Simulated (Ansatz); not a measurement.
NbSe(OH)3 (NbSeO₃H₃), 8 atoms. Hardware: 4 threads of Intel Xeon on a shared host.

In the def2 sets Nb takes a core potential; there is no spin–orbit coupling. Correlated methods freeze 12 core orbitals; core or outer-core shells of Nb, Se are correlated, in sets that lack core-valence functions.

Q: How many basis functions does each of these Ansatz runs have, and roughly what does it cost? MP2/def2-TZVP, charge 0 singlet, energy, from earlier orbitals; PBE-D4/def2-TZVP, charge 1 doublet at the geometry of the charge 0 singlet, energy, from earlier orbitals; B97M-V/def2-TZVP, charge 0 singlet, energy, from earlier orbitals; r2SCAN-D4/def2-TZVP, charge 1 doublet at the geometry of the charge 0 singlet, energy, from earlier orbitals; PBE0-D4/def2-SVP, charge 0 singlet, energy with a search over starts; r2SCAN-D4/def2-SVP, charge 0 singlet, frequencies; PBE0-D4/def2-SVP, charge 0 singlet, energy, from earlier orbitals; PBE0-D4/def2-SVP, charge 1 doublet at the geometry of the charge 0 singlet, energy with a search over starts; PBE-D4/def2-SVP, charge 0 singlet, energy, from earlier orbitals; RPA@PBE/def2-TZVP, charge 0 singlet, energy, from earlier orbitals; PBE0-D4/def2-TZVP, charge 1 doublet at the geometry of the charge 0 singlet, energy, from earlier orbitals; B2PLYP/def2-TZVP, charge 0 singlet, energy, from earlier orbitals.

A: Other jobs shared the machine, so times can vary by a factor of up to 3. A dash marks memory too small to be measured apart from the calling script's.

```csv
run,functions,fitting or Cholesky vectors,wall time,peak host memory (GiB)
"PBE-D4/def2-SVP, charge 0 singlet, energy, from earlier orbitals",120,1226,1.9 s,–
"PBE0-D4/def2-SVP, charge 0 singlet, energy, from earlier orbitals",120,1177,3.5 s,–
"PBE0-D4/def2-SVP, charge 0 singlet, energy with a search over starts",120,1177,4.6 s,–
"MP2/def2-TZVP, charge 0 singlet, energy, from earlier orbitals",199,1439,7 s,–
"RPA@PBE/def2-TZVP, charge 0 singlet, energy, from earlier orbitals",199,1439,8 s,–
"B2PLYP/def2-TZVP, charge 0 singlet, energy, from earlier orbitals",199,1439,9.5 s,–
"B97M-V/def2-TZVP, charge 0 singlet, energy, from earlier orbitals",199,1290,11 s,–
"PBE0-D4/def2-TZVP, charge 1 doublet at the geometry of the charge 0 singlet, energy, from earlier orbitals",199,1368,26 s,1.1
"PBE-D4/def2-TZVP, charge 1 doublet at the geometry of the charge 0 singlet, energy, from earlier orbitals",199,1290,27 s,–
"PBE0-D4/def2-SVP, charge 1 doublet at the geometry of the charge 0 singlet, energy with a search over starts",120,1177,68 s,0.62
"r2SCAN-D4/def2-TZVP, charge 1 doublet at the geometry of the charge 0 singlet, energy, from earlier orbitals",199,1290,69 s,0.63
"r2SCAN-D4/def2-SVP, charge 0 singlet, frequencies",120,1226,2.2 min,–
```
